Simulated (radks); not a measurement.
Results of a calculation; reference values are marked as such.
All-electron atom: a nucleus of charge 77.5 with 77 electrons in [Xe] 4f14 5d7 6s2.

Level of theory: Dirac Kohn-Sham, LDA (Slater exchange, Perdew-Wang correlation), spin-unpolarised, spherical densities, finite nucleus; open shells are shared between the two j in proportion to 2j + 1; Fermi nuclear charge, rms radius 5.4032 fm (a radial shooting solver on a logarithmic mesh with Libxc functionals).

Energy parts (eV):
part                       energy
total                  -493526.36
kinetic                 563035.59
electron-nucleus      -1239180.77
Hartree                 191936.70
exchange-correlation     -9317.89

Orbitals (lengths in bohr, moments of r in powers of bohr; <r^-3> diverges for s and p1/2):
orbital  occ.  eigenvalue (eV)   <1/r>      <r^2>       <r^4>  <r^-3>  small-component weight
1s1/2       2        -77066.53   92.94  0.0004135   4.677e-07       -                8.61e-02
2s1/2       2        -13508.15   22.78   0.006260  0.00006864       -                1.97e-02
2p1/2       2        -12951.75   22.75   0.004438  0.00004090       -                1.98e-02
2p3/2       4        -11276.04   18.72   0.005630  0.00006215   19170                1.77e-02
3s1/2       2        -3171.002   8.361    0.04073    0.002510       -                6.54e-03
3p1/2       2        -2919.935   8.281    0.03718    0.002193       -                6.49e-03
3p3/2       4        -2552.392   7.231    0.04365    0.002987    4418                5.88e-03
3d3/2       4        -2130.622   7.131    0.03357    0.001993   769.9                5.77e-03
3d5/2       6        -2051.219   6.888    0.03533    0.002188   643.5                5.60e-03
4s1/2       2        -683.7277   3.534     0.1988     0.05726       -                2.20e-03
4p1/2       2        -577.3565   3.426     0.2033     0.06147       -                2.11e-03
4p3/2       4        -489.8771   3.059     0.2370     0.08342    1053                1.87e-03
4d3/2       4        -314.8302   2.854     0.2525      0.1018   163.4                1.67e-03
4d5/2       6        -298.5728   2.768     0.2647      0.1119   133.5                1.61e-03
5s1/2       2        -106.8606   1.418      1.042       1.585       -                5.41e-04
4f5/2       6         -75.1573   2.371     0.3323      0.2338   26.86                1.23e-03
5p1/2       2         -72.9357   1.292      1.235       2.309       -                4.60e-04
4f7/2       8         -71.8681   2.337     0.3421      0.2485   25.54                1.21e-03
5p3/2       4         -58.4181   1.158      1.482       3.354   171.5                3.89e-04
5d3/2     2.8         -13.7503  0.8298      3.003       17.02   14.50                2.07e-04
5d5/2     4.2         -12.3598  0.7956      3.269       20.44   11.36                1.91e-04
6s1/2       2         -10.7665  0.4714      8.288       107.8       -                6.94e-05

The highest occupied level is 6s1/2 at -10.767 eV. The electron density at the nucleus is 1.89e+06 e/bohr^3. The density falls to 0.001 e/bohr^3 at r = 4.31 bohr.
